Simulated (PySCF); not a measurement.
# Worked example: chemical shift, span and skew from a shielding tensor

CBrCl2F, SMILES FC(Cl)(Cl)Br. Atoms are numbered in the order given.

```xyz
5

F     -0.6116    -1.6097     0.0000
C     -0.4685    -0.2919     0.0000
Cl    -1.2302     0.3639     1.4487
Cl    -1.2302     0.3639    -1.4487
Br     1.4326     0.1105     0.0000
```
Charge 0, spin multiplicity 1.

Geometry: PBE0-D3(BJ)/def2-SVP.

GIAO shieldings from PySCF with PBE/pcSseg-1, non-relativistic, no solvent. The symmetric part of the tensor of F1 has the principal values 126.5, 129.6, 154.7 ppm. The same nucleus in CFCl3 has σ = 133.6 ppm at this level (PySCF, at its B3LYP-D3(BJ)/def2-TZVP geometry). Without spin–orbit terms, shifts of atoms bonded to Cl or Br come out too high.

Work out the isotropic shielding, the ¹⁹F shift against CFCl3, the span and the skew.


σ(iso) = (σ11 + σ22 + σ33)/3 = 136.9 ppm. δ = σ(ref) − σ(iso) = 133.6 − (136.9) = -3.3 ppm.
Span Ω = σ33 − σ11 = 28.2 ppm. Skew κ = 3(σ(iso) − σ22)/Ω = 0.78. Tumbling in solution averages the tensor to δ; in a static solid the shielding alone would spread this spin-1/2 line over Ω.
